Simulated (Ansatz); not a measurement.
The cluster Te3Pb3⁺. The state is a doublet with charge 1. Geometry PBE-D4/def2-SVP.

```xyz
6

Pb   -1.874    0.431   -0.558
Pb    0.426   -2.713   -0.266
Pb    1.514    0.778    1.042
Te    0.894   -0.222   -1.858
Te   -0.788   -1.151    1.898
Te   -0.172    2.877   -0.259
```

In the def2 sets Pb, Te take a core potential; there is no spin–orbit coupling. The structure comes from a short search, and lower isomers may exist.

Estimate the α-spin orbital energies around the gap (eV) in Ansatz with PBE-D4/def2-SVP, PBE-D4/def2-TZVP, r2SCAN-D4/def2-TZVP, PBE0-D4/def2-SVP, PBE0-D4/def2-TZVP.


```csv
orbital,PBE-D4/def2-SVP,PBE-D4/def2-TZVP,r2SCAN-D4/def2-TZVP,PBE0-D4/def2-SVP,PBE0-D4/def2-TZVP
HOMO−5,-10.34,-10.25,-10.49,-11.27,-11.15
HOMO−4,-10.33,-10.23,-10.46,-11.18,-11.07
HOMO−3,-9.84,-9.76,-10.01,-10.77,-10.66
HOMO−2,-9.50,-9.42,-9.69,-10.42,-10.32
HOMO−1,-9.20,-9.13,-9.36,-10.02,-9.93
HOMO,-8.91,-8.83,-9.15,-9.85,-9.74
LUMO,-7.43,-7.37,-7.31,-6.85,-6.77
LUMO+1,-6.17,-6.13,-5.97,-5.57,-5.50
LUMO+2,-6.14,-6.10,-5.95,-5.54,-5.48
LUMO+3,-6.03,-6.00,-5.85,-5.39,-5.34
LUMO+4,-5.95,-5.92,-5.78,-5.34,-5.29
LUMO+5,-5.72,-5.69,-5.50,-5.11,-5.06
β HOMO,-9.09,-9.02,-9.24,-9.89,-9.80
β LUMO,-8.24,-8.16,-8.02,-7.57,-7.46
```
